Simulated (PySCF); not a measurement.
**A survey of 29Si NMR shifts**

[PySCF 2.14.0 with density-fitted response routines: σ from GIAO-PBE0/pcSseg-1; GFN2-xTB geometry; no solvent; no relativistic terms; one computed conformer; rapidly exchanging positions averaged]

Shieldings were converted by a linear fit to measured shifts: 29Si (scatter 8.9 ppm rms, 25.8 ppm with the 6 outliers that the fit left out vs TMS, solution or neat liquid). A few per cent of atoms miss by over 2 rms, more outside the fitted compound classes.

Q: Give the 29Si shifts of `C#C[Si@@]1(F)C=C(O[SiH3])[SiH2]1`, `N#C[SiH2]CCN[SiH3]`, `ClC[Si@@H]1CCC[SiH2]1`, `[SiH3]OC1=C[C@@]2([SiH3])C=C[C@@H]12`, `[SiH3][SiH2]S[SiH2]Cl`, `[SiH3]CC1=C[Si@H](N[SiH3])C=C1`, `CO[Si@@H](F)CC[SiH3]`.

A: 
| compound | environment | δ (ppm) |
| --- | --- | --- |
| [CH:1]#[C:2][Si@@:3]1([F:4])[CH:5]=[C:6]([O:7][SiH3:8])[SiH2:9]1 | Si3: silicon bonded to 2 C, F, Si, in a 4-membered ring | -21.6 |
| [CH:1]#[C:2][Si@@:3]1([F:4])[CH:5]=[C:6]([O:7][SiH3:8])[SiH2:9]1 | Si9: silicon bonded to C, Si, 2 H, in a 4-membered ring | -40.4 |
| [CH:1]#[C:2][Si@@:3]1([F:4])[CH:5]=[C:6]([O:7][SiH3:8])[SiH2:9]1 | Si8: silicon bonded to O, 3 H | -42.9 |
| [N:1]#[C:2][SiH2:3][CH2:4][CH2:5][NH:6][SiH3:7] | Si7: silicon bonded to N, 3 H | -56.2 |
| [N:1]#[C:2][SiH2:3][CH2:4][CH2:5][NH:6][SiH3:7] | Si3: silicon bonded to 2 C, 2 H | -65.4 |
| [Cl:1][CH2:2][Si@@H:3]1[CH2:4][CH2:5][CH2:6][SiH2:7]1 | Si3: silicon bonded to 2 C, Si, H, in a 5-membered ring | -28.4 |
| [Cl:1][CH2:2][Si@@H:3]1[CH2:4][CH2:5][CH2:6][SiH2:7]1 | Si7: silicon bonded to C, Si, 2 H, in a 5-membered ring | -70.0 |
| [SiH3:1][O:2][C:3]1=[CH:4][C@@:5]2([SiH3:6])[CH:7]=[CH:8][C@@H:9]12 | Si1: silicon bonded to O, 3 H | -42.4 |
| [SiH3:1][O:2][C:3]1=[CH:4][C@@:5]2([SiH3:6])[CH:7]=[CH:8][C@@H:9]12 | Si6: silicon bonded to C, 3 H | -65.9 |
| [SiH3:1][SiH2:2][S:3][SiH2:4][Cl:5] | Si4: silicon bonded to Cl, S, 2 H | -13.8 |
| [SiH3:1][SiH2:2][S:3][SiH2:4][Cl:5] | Si2: silicon bonded to S, Si, 2 H | -54.0 |
| [SiH3:1][SiH2:2][S:3][SiH2:4][Cl:5] | Si1: silicon bonded to Si, 3 H | -101.1 |
| [SiH3:1][CH2:2][C:3]1=[CH:4][Si@H:5]([NH:6][SiH3:7])[CH:8]=[CH:9]1 | Si5: silicon bonded to 2 C, N, H, in a 5-membered ring | -19.2 |
| [SiH3:1][CH2:2][C:3]1=[CH:4][Si@H:5]([NH:6][SiH3:7])[CH:8]=[CH:9]1 | Si7: silicon bonded to N, 3 H | -52.3 |
| [SiH3:1][CH2:2][C:3]1=[CH:4][Si@H:5]([NH:6][SiH3:7])[CH:8]=[CH:9]1 | Si1: silicon bonded to C, 3 H | -63.5 |
| [CH3:1][O:2][Si@@H:3]([F:4])[CH2:5][CH2:6][SiH3:7] | Si3: silicon bonded to C, F, O, H | -13.9 |
| [CH3:1][O:2][Si@@H:3]([F:4])[CH2:5][CH2:6][SiH3:7] | Si7: silicon bonded to C, 3 H | -64.3 |
